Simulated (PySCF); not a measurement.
In(Br)(OMe)(NH2) (CH5BrInNO), SMILES [O](C)[In]([NH2])[Br].

Geometry optimised at B3LYP-D3(BJ)/def2-SVP. The def2 effective core potentials stand for the cores of In; spin–orbit coupling is left out. One conformer was computed; it need not be the lowest.

The numbers are results of PySCF with PBE/def2-TZVP, not measurements.

Computed frontier levels, gap, dipole moment and polarisability:
```
Quantity                                                                                                        Result
---------------------------------------------------------------------------------------------  -----------------------
highest occupied level                                                                                        -6.16 eV
lowest empty level                                                                                            -2.90 eV
orbital gap                                                                                                    3.26 eV
dipole moment                                                                                                   3.22 D
quadrupole, principal values (traceless, Buckingham form, about the centre of nuclear charge)    -5.63, 0.24, 5.40 D·Å
mean static polarisability                                                                       86.5 bohr³ (12.82 Å³)
polarisability, principal values                                                               60.2, 87.6, 111.7 bohr³
```
